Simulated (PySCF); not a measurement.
C₄H₇NSi, SMILES C1=C[SiH2]C=NC1. Coordinates come from a PBE0-D3(BJ)/def2-SVP optimisation. The structure was generated by enumeration, and PubChem lists no compound with its InChIKey, so it may never have been made. Other conformers were not sampled.

Level of theory: PBE0-D3(BJ)/def2-SVP (PySCF).

Harmonic wavenumbers (cm⁻¹): 80, 308, 353, 399, 458, 546, 642, 642, 690, 725, 832, 864, 884, 895, 963, 981, 1042, 1048, 1177, 1262, 1343, 1375, 1387, 1398, 1701, 1743, 2209, 2218, 3028, 3056, 3064, 3135, 3187. Rotational constants (GHz): 4.384, 3.239, 1.926; symmetry number 1.

**Question.** Work out the zero-point energy and the ideal-gas rigid-rotor harmonic-oscillator thermochemistry at 298.15 K and 1 atm.

**Answer.** ZPE = ½ Σ hcν = ½ × 43636 cm⁻¹ = 62.38 kcal/mol. H − E(el) = 66.79 kcal/mol. Entropy in cal/(mol K): translation 39.63, rotation 26.87, vibration 11.23, total 77.73. G − E(el) = 43.62 kcal/mol. Cp = 25.21 cal/(mol K). Modes under 150 cm⁻¹ make the vibrational entropy uncertain.
